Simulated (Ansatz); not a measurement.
Molecule: C$_{3}$H$_{9}$B, net charge 0, singlet state. 
Geometry from a B3LYP-D3(BJ)/def2-TZVP (Ansatz, a program for electronic structure) optimisation:
SMILES: CB(C)C
```xyz
13

B      0.0029    -0.0013     0.0041
C      1.5300    -0.2716    -0.2460
C     -0.5365     1.4733     0.0642
C     -0.9922    -1.2029     0.1837
H      1.7766     0.0686    -1.2611
H      1.8365    -1.3160    -0.1658
H      2.1589     0.3339     0.4147
H      0.2301     2.2497     0.0855
H     -1.2089     1.6186     0.9163
H     -1.1622     1.6469    -0.8214
H     -2.0504    -0.9423     0.1221
H     -0.7843    -2.0250    -0.5076
H     -0.8195    -1.6206     1.1860
```

Quantity: vertical triplet-singlet gap (E(triplet) - E(singlet); each state is the SCF solution reached for its spin; for the triplet the Hartree-Fock reference is unstable and T1 is 0.014), in kcal/mol. Valence correlation only, unless marked. UHF or UKS for open shells. No spin-orbit coupling. No relativistic terms. 

| level | program | vertical triplet-singlet gap (kcal/mol) |
|---|---|---|
| r2SCAN/def2-TZVPD | Ansatz | 130.8 |
| PBE0/def2-TZVPD | Ansatz | 135.8 |
| CAM-B3LYP/def2-TZVPD | Ansatz | 141.8 |
| wB97M-V/def2-TZVPD | Ansatz | 145.1 |
| wB97X-V/def2-TZVPD | Ansatz | 145.2 |
| RI-MP2/aug-cc-pVTZ | Ansatz | 150.1 |
